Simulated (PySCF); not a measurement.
BH₂, charge +1, multiplicity 1. Atoms are numbered in the order given.

```xyz
3

B      0.0000     0.0000     0.0000
H      0.0000     0.0000    -1.1792
H      0.0000     0.0000     1.1792
```
Charge +1, spin multiplicity 1.

Geometry: PBE0-D3(BJ)/def2-TZVPD. The spin state was assumed, not searched. The isomer is the one that the SMILES or the coordinates give; other isomers of the formula were not compared.

Method: PBE/pcSseg-2 (PySCF).

GIAO shieldings, no solvent; atoms alike by connectivity are averaged. δ = σ(ref) − σ: ¹¹B against BF3 (σ = 83.1 ppm); ¹H against TMS (σ = 31.47 ppm), references at their B3LYP-D3(BJ)/def2-TZVP geometries, non-relativistic.

| nucleus | atoms | count | δ (ppm) |
|---|---|---|---|
| ¹¹B | B1 | 1 | 93.9 |
| ¹H | H2, H3 | 2 | 4.83 |
